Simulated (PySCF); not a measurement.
C9H11, doublet, geometry from GFN2-xTB; DF-M062X/6-31G run with PySCF.

Input for PySCF:
```python
from pyscf import gto, scf, dft

mol = gto.Mole()
mol.atom = '''
    C     2.702291   -1.123083    0.078389
    C     1.315442   -0.555508    0.040986
    C     0.198177   -1.341921    0.036476
    C    -1.098119   -0.907976    0.001123
    C    -2.264937   -1.848881   -0.013149
    C    -1.278363    0.475806   -0.035723
    C    -0.192255    1.340862   -0.034630
    C    -0.422764    2.824858   -0.064953
    C     1.093489    0.824133    0.003997
    H     2.891486   -1.711056   -0.819046
    H     2.817625   -1.781415    0.938031
    H     3.444118   -0.330712    0.139688
    H    -3.193354   -1.317929    0.182480
    H    -2.341234   -2.333341   -0.986620
    H    -2.134983   -2.626351    0.737077
    H    -2.283760    0.874309   -0.063982
    H    -0.901591    3.150821    0.858216
    H    -1.077160    3.092600   -0.893086
    H     0.515487    3.362682   -0.174381
    H     1.945598    1.490656    0.006528
'''
mol.basis = '6-31g'
mol.charge = 0
mol.spin = 1
mol.verbose = 5
mol.build()

mf = dft.UKS(mol)
mf.xc = 'm062x'
mf.grids.atom_grid = (99, 590)
mf = mf.density_fit(auxbasis='def2-universal-jkfit')
mf.kernel()
mf.analyze()
```

**Question.** Predict the main parts of the log of this PySCF run.

**Answer.** 
```
PySCF version 2.14.0

[INPUT] verbose = 5
[INPUT] max_memory = 4000
[INPUT] num. atoms = 20
[INPUT] num. electrons = 65
[INPUT] charge = 0
[INPUT] spin (= nelec alpha-beta = 2S) = 1
[INPUT] symmetry False subgroup None
[INPUT] Mole.unit = angstrom
[INPUT] Symbol           X                Y                Z      unit          X                Y                Z       unit  Magmom
[...]
[INPUT] ---------------- BASIS SET ----------------
[INPUT] l, kappa, [nprim/nctr], expnt,             c_1 c_2 ...
[INPUT] H
[...]
                                2.8253937         0.23472695
                                0.6401217         0.81375733
[...]
[INPUT] C
[...]
                                457.36951         0.0140373
                                103.94869         0.0688426
                                29.210155         0.2321844
                                9.286663          0.4679413
                                3.163927          0.362312
[...]
                                1.8812885         -0.1608542
                                0.5442493         1.1434564
[...]
                                1.8812885         0.316424
                                0.5442493         0.7443083
[...]
nuclear repulsion = 409.002310922161
number of shells = 67
number of NR pGTOs = 242
number of NR cGTOs = 103
basis = 6-31g
ecp = {}

******** <class 'pyscf.df.df_jk.DFUKS'> ********
method = DFUKS
initial guess = minao
damping factor = 0
level_shift factor = 0
DIIS = <class 'pyscf.scf.diis.CDIIS'>
diis_start_cycle = 1
diis_space = 8
diis_damp = 0
SCF conv_tol = 1e-09
SCF conv_tol_grad = None
SCF max_cycles = 50
direct_scf = False
number electrons alpha = 33  beta = 32
XC library pyscf.dft.libxc version 7.1.2
    S. Lehtola, C. Steigemann, M. J. T. Oliveira, and M. A. L. Marques,  SoftwareX 7, 1–5 (2018)
XC functionals = m062x
    Y. Zhao and D. G. Truhlar,  Theor. Chem. Acc. 120, 215 (2008)
    Y. Zhao and D. G. Truhlar,  Theor. Chem. Acc. 120, 215 (2008)
radial grids:
    Treutler-Ahlrichs [JCP 102, 346 (1995); DOI:10.1063/1.469408] (M4) radial grids

becke partition: Becke, JCP 88, 2547 (1988); DOI:10.1063/1.454033
pruning grids: <function nwchem_prune>
grids dens level: 3
symmetrized grids: False
atomic radii adjust function: <function treutler_atomic_radii_adjust>
User specified grid scheme (99, 590)
small_rho_cutoff = 0
Set gradient conv threshold to 3.16228e-05
atom C rad-grids = 99, ang-grids = [ 50  50  50  50  50  50  50  50  50  50  50  50  50  50  50  50  50  50
  50  50  50  50  50  50  50  50  50  50  50  50  86  86  86  86  86  86
  86  86  86  86  86  86 434 434 434 434 434 434 434 434 434 590 590 590
 590 590 590 590 590 590 590 590 590 590 590 590 590 590 590 590 590 590
 590 590 590 590 590 434 434 434 434 434 434 434 434 434 434 434 434 434
 434 434 434 434 434 434 434 434 434]
atom H rad-grids = 99, ang-grids = [ 50  50  50  50  50  50  50  50  50  50  50  50  50  50  50  50  50  50
  50  50  50  50  50  50  50  50  50  50  50  50  86  86  86  86  86  86
  86 434 434 434 434 434 434 434 434 434 434 590 590 590 590 590 590 590
 590 590 590 590 590 590 590 590 590 590 590 590 590 590 590 590 590 590
 590 590 434 434 434 434 434 434 434 434 434 434 434 434 434 434 434 434
 434 434 434 434 434 434 434 434 434]
tot_boxes 4104, boxes in each direction [17 16 10]
Padding 0 grids
tot grids = 647376
nelec by numeric integration = [32.48773654 32.48773654]
******** <class 'pyscf.df.df.DF'> ********
auxbasis = def2-universal-jkfit
num shells = 291, num cGTOs = 873
size of aux basis 873
int3c2e [1/1], AO [0:67], nrow = 5356
E1 = -1275.0712623414418  E2 = 514.8775976947943  Ecoul = 568.27476333128  Exc = -53.39716563648568
init E= -351.191353724486
cond(S) = 8655.763966592549

  alpha mo_energy =
[-10.65829195 -10.65787075 -10.65763746 -10.65676685 -10.6559711
 -10.65434353 -10.65388387 -10.6524849  -10.64059152  -1.31913528
  -1.13812787  -1.12875451  -0.97650999  -0.9312357   -0.90532067
[...]
converged SCF energy = -349.266894671534  <S^2> = 0.76064727  2S+1 = 2.0106191
Total Energy =                        -349.266894671533862
[...]
spin_pop of  5 C 3pz       0.00009
spin_pop of  6 C 1s       -0.00000
spin_pop of  6 C 2s       -0.00096
spin_pop of  6 C 3s        0.00007
spin_pop of  6 C 2px      -0.00254
spin_pop of  6 C 2py      -0.00178
spin_pop of  6 C 2pz      -0.03377
spin_pop of  6 C 3px       0.00001
spin_pop of  6 C 3py       0.00001
spin_pop of  6 C 3pz      -0.00018
spin_pop of  7 C 1s        0.00000
spin_pop of  7 C 2s        0.00093
spin_pop of  7 C 3s       -0.00000
spin_pop of  7 C 2px       0.00044
spin_pop of  7 C 2py       0.00111
spin_pop of  7 C 2pz       0.00064
spin_pop of  7 C 3px      -0.00000
spin_pop of  7 C 3py      -0.00000
spin_pop of  7 C 3pz      -0.00003
spin_pop of  8 C 1s        0.00000
spin_pop of  8 C 2s        0.00777
spin_pop of  8 C 3s        0.00004
spin_pop of  8 C 2px       0.00217
spin_pop of  8 C 2py       0.02401
spin_pop of  8 C 2pz       0.01822
spin_pop of  8 C 3px      -0.00001
spin_pop of  8 C 3py       0.00003
spin_pop of  8 C 3pz       0.00009
spin_pop of  9 H 1s       -0.00238
spin_pop of  9 H 2s        0.00017
spin_pop of  10 H 1s       -0.00224
spin_pop of  10 H 2s        0.00024
spin_pop of  11 H 1s       -0.00022
spin_pop of  11 H 2s       -0.00001
spin_pop of  12 H 1s       -0.00032
spin_pop of  12 H 2s       -0.00001
spin_pop of  13 H 1s       -0.00244
spin_pop of  13 H 2s        0.00010
spin_pop of  14 H 1s       -0.00199
spin_pop of  14 H 2s        0.00034
spin_pop of  15 H 1s        0.00423
spin_pop of  15 H 2s        0.00007
spin_pop of  16 H 1s       -0.00173
spin_pop of  16 H 2s       -0.00000
spin_pop of  17 H 1s       -0.00130
spin_pop of  17 H 2s        0.00000
spin_pop of  18 H 1s       -0.00008
spin_pop of  18 H 2s        0.00003
spin_pop of  19 H 1s        0.00420
spin_pop of  19 H 2s        0.00006
 ** Mulliken Spin Density (per atom)  **
spin density of  0 C =      0.01988
spin density of  1 C =     -0.06073
spin density of  2 C =      1.01468
spin density of  3 C =     -0.05880
spin density of  4 C =      0.01978
spin density of  5 C =      0.05220
spin density of  6 C =     -0.03915
spin density of  7 C =      0.00308
spin density of  8 C =      0.05231
spin density of  9 H =     -0.00221
spin density of  10 H =     -0.00199
spin density of  11 H =     -0.00023
spin density of  12 H =     -0.00033
spin density of  13 H =     -0.00233
spin density of  14 H =     -0.00165
spin density of  15 H =      0.00429
spin density of  16 H =     -0.00173
spin density of  17 H =     -0.00129
spin density of  18 H =     -0.00005
spin density of  19 H =      0.00426
 ** Mulliken pop alpha/beta on meta-lowdin orthogonal AOs **
 ** Mulliken pop       alpha | beta **
In total            33.00000 | 32.00000
 ** Mulliken atomic charges   ( Nelec_alpha | Nelec_beta ) **
charge of  0C =     -0.32217  (     3.17103      3.15115 )
charge of  1C =      0.00708  (     2.96609      3.02682 )
charge of  2C =     -0.04670  (     3.53069      2.51601 )
charge of  3C =      0.00805  (     2.96657      3.02537 )
charge of  4C =     -0.32236  (     3.17107      3.15129 )
charge of  5C =     -0.13866  (     3.09543      3.04323 )
charge of  6C =      0.01620  (     2.97233      3.01147 )
charge of  7C =     -0.32557  (     3.16433      3.16124 )
charge of  8C =     -0.13698  (     3.09465      3.04233 )
charge of  9H =      0.12102  (     0.43838      0.44060 )
charge of  10H =      0.12062  (     0.43869      0.44069 )
charge of  11H =      0.11086  (     0.44446      0.44468 )
charge of  12H =      0.11140  (     0.44413      0.44446 )
charge of  13H =      0.12137  (     0.43815      0.44048 )
charge of  14H =      0.11994  (     0.43920      0.44085 )
charge of  15H =      0.10537  (     0.44946      0.44517 )
charge of  16H =      0.11790  (     0.44018      0.44192 )
charge of  17H =      0.11622  (     0.44125      0.44254 )
charge of  18H =      0.11074  (     0.44461      0.44466 )
charge of  19H =      0.10567  (     0.44930      0.44504 )
Dipole moment(X, Y, Z, Debye): -0.13073,  0.48696, -0.03882
```
